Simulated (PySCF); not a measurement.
Identify the unknown among the candidates.

All candidates are C5H13NSi2.

- NMR, other nuclei: isotropic shieldings of nuclei other than C and H, by class: -102 (1 N), 421 (1 Si), 457 (1 Si) ppm [GIAO PBE0/pcSseg-1]
- Dipole: 4.36 D [PBE0/pcSseg-1]
- 1H NMR: chemical shifts (computed TMS as zero) by class: 4.23 (2 H), 4.11 (2 H), 1.43 (2 H), 1.20 (2 H), 1.09 (3 H), 1.00 (2 H) ppm [GIAO PBE0/pcSseg-1]
- 13C NMR: chemical shifts (computed TMS as zero) by class: 122.4 (1 C), 33.8 (1 C), 32.6 (1 C), 17.0 (1 C), 12.4 (1 C) ppm [GIAO PBE0/pcSseg-1]
- Rotational structure: rotational constants A, B, C: 2.259, 0.521, 0.489 GHz [GFN2-xTB]

The electronic properties come from PySCF, for the isolated species, density fitting. Levels stand in brackets. Geometry: GFN2-xTB, one conformer, isolated molecule. Each NMR value is the plain mean over a class of atoms that symmetry, rotation or inversion makes alike.

Question: Which candidate is it?
A. `CCC[Si@@](C)([SiH3])C#N`
B. `[SiH3]N([SiH3])C[C@]12C[C@H]1C2`
C. `CCCC[SiH2][SiH2]C#N`

Answer: C. It is `CCCC[SiH2][SiH2]C#N`. Numbering: `[CH3:1][CH2:2][CH2:3][CH2:4][SiH2:5][SiH2:6][C:7]#[N:8]`. Its formula, C5H13NSi2, gives 2 degrees of unsaturation: 0 rings and 2 π bonds in the structure found. 5 carbons fall into 5 classes; from least to most shielded: cyano carbon [C7] (122.4 ppm), chain CH2 carbon [C3] (33.8 ppm), chain CH2 carbon [C2] (32.6 ppm), methyl carbon [C1] (17.0 ppm), sp3 carbon bound to silicon [C4] (12.4 ppm). Hydrogen classes from least to most shielded: 2 H on an SiH2 silicon, Si6 (4.23 ppm), 2 H on an SiH2 silicon, Si5 (4.11 ppm), 2 H on a chain CH2 carbon, C2 (1.43 ppm), 2 H on a chain CH2 carbon, C3 (1.20 ppm), 3 H on a methyl carbon, C1 (1.09 ppm), 2 H on an sp3 carbon bound to silicon, C4 (1.00 ppm). The other shieldings belong to: -102 ppm, cyano nitrogen [N8]; 421 ppm, SiH2 silicon [Si5]; 457 ppm, SiH2 silicon [Si6]. The optimised geometry has point group C1 and is an asymmetric top.

The others, at the same levels:
- `CCC[Si@@](C)([SiH3])C#N` fails: its computed 13C shifts are 127.1 (1 C), 22.1 (1 C), 21.3 (1 C), 20.6 (1 C), -3.2 (1 C) ppm, 1H shifts are 3.49 (3 H), 1.76 (1 H), 1.40 (1 H), 1.17 (3 H), 0.82 (1 H), 0.57 (1 H), 0.46 (3 H) ppm and rotational constant A is 1.566 GHz (against 2.259 GHz).
- `[SiH3]N([SiH3])C[C@]12C[C@H]1C2` fails: it has 4 carbon classes against 5; its computed 13C shifts are 51.7 (1 C), 34.8 (2 C), 17.2 (1 C), 5.6 (1 C) ppm, 1H shifts are 4.61 (6 H), 3.80 (2 H), 2.19 (1 H), 1.33 (2 H), 0.49 (2 H) ppm and rotational constant A is 2.003 GHz (against 2.259 GHz).

Each candidate is one conformer, not necessarily the lowest. Dipoles, sizes and rotational constants follow the conformer. The torsions of the flexible species, by atom-mapped SMILES:
- `[CH3:1][CH2:2][CH2:3][CH2:4][SiH2:5][SiH2:6][C:7]#[N:8]`: C1–C2–C3–C4 180°, C2–C3–C4–Si5 178°, C3–C4–Si5–Si6 64°, C4–Si5–Si6–C7 86°
- `[CH3:1][CH2:2][CH2:3][Si@@:4]([CH3:5])([SiH3:6])[C:7]#[N:8]`: C1–C2–C3–Si4 179°, C2–C3–Si4–C5 54°
- `[SiH3:1][N:2]([SiH3:3])[CH2:4][C@:5]12[CH2:6][C@H:7]1[CH2:8]2`: Si1–N2–C4–C5 81°, N2–C4–C5–C6 86°
